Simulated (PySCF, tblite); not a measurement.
A database entry of computed molecular properties. Lists by class give the value and the number of equivalent atoms.

```json
{
 "formula": "C9H8FP",
 "smiles": "CC#CPc1cccc(F)c1",
 "inchi": "InChI=1S/C9H8FP/c1-2-6-11-9-5-3-4-8(10)7-9/h3-5,7,11H,1H3",
 "charge": 0,
 "multiplicity": 1,
 "geometry_level": "GFN2-xTB",
 "atoms_angstrom": [
  ["C", 4.065, -0.399, -0.202],
  ["C", 2.76, -0.51, -0.81],
  ["C", 1.661, -0.542, -1.305],
  ["P", 0.097, -0.793, -2.073],
  ["C", -0.973, -0.197, -0.705],
  ["C", -0.74, -0.607, 0.603],
  ["C", -1.586, -0.214, 1.624],
  ["C", -2.684, 0.586, 1.356],
  ["C", -2.914, 0.971, 0.047],
  ["F", -3.984, 1.747, -0.229],
  ["C", -2.083, 0.59, -0.988],
  ["H", 3.994, 0.14, 0.743],
  ["H", 4.739, 0.141, -0.867],
  ["H", 4.474, -1.392, -0.014],
  ["H", 0.093, 0.431, -2.764],
  ["H", 0.119, -1.228, 0.816],
  ["H", -1.391, -0.532, 2.637],
  ["H", -3.355, 0.908, 2.136],
  ["H", -2.302, 0.91, -1.997]
 ],
 "electronic_structure_code": "PySCF",
 "results": {
  "GFN2-xTB geometry": {
   "point_group": "C1",
   "rotational_constants_GHz": [2.02, 0.467, 0.409]
  },
  "PBE0/pcSseg-1 ground state and GIAO shieldings, non-relativistic": {
   "dipole_D": 2.67,
   "homo_eV": -6.71,
   "lumo_eV": -0.7,
   "shift_vs_computed_TMS_C_by_class_ppm": [
    [171.9, 1],
    [146.5, 1],
    [135.5, 1],
    [132.5, 1],
    [121.9, 1],
    [119.6, 1],
    [111.1, 1],
    [79.3, 1],
    [6.2, 1]
   ],
   "shift_vs_computed_TMS_H_by_class_ppm": [
    [7.76, 1],
    [7.62, 1],
    [7.28, 1],
    [7.16, 1],
    [5.43, 1],
    [2.2, 3]
   ],
   "shielding_other_nuclei_by_class_ppm": [
    ["F", 287.0, 1],
    ["P", 423.0, 1]
   ],
   "charges_hirshfeld_e_by_atom": [-0.09, -0.03, -0.14, 0.15, -0.04, -0.06, -0.04, -0.07, 0.09, -0.09, -0.07, 0.06, 0.07, 0.06, 0.0, 0.04, 0.06, 0.06, 0.05]
  },
  "GFN2-xTB harmonic vibrations, gas phase": {
   "strongest_ir_bands_cm-1_km_per_mol_modes": [
    [780.4, 45.5, 1],
    [854.1, 69.2, 1],
    [1215.9, 88.0, 1],
    [1452.3, 65.1, 1],
    [2209.3, 171.4, 1],
    [2320.5, 101.7, 1]
   ],
   "zpe_kcal_per_mol": 84.8
  }
 }
}
```

The dipole matches unit charges of opposite sign 0.56 Å apart (1 e·Å = 4.8032 D). The zero-point energy, half the sum of the 51 harmonic wavenumbers, equals 29660 cm⁻¹ or 355 kJ/mol. The rotational constants make it an asymmetric top with κ = (2B − A − C)/(A − C) = -0.93, nearer the prolate limit (−1).

Conformer computed: `[CH3:1][C:2]#[C:3][PH:4][c:5]1[cH:6][cH:7][cH:8][c:9]([F:10])[cH:11]1`: C3–P4–C5–C6 -46°.

One conformer stands for the species.
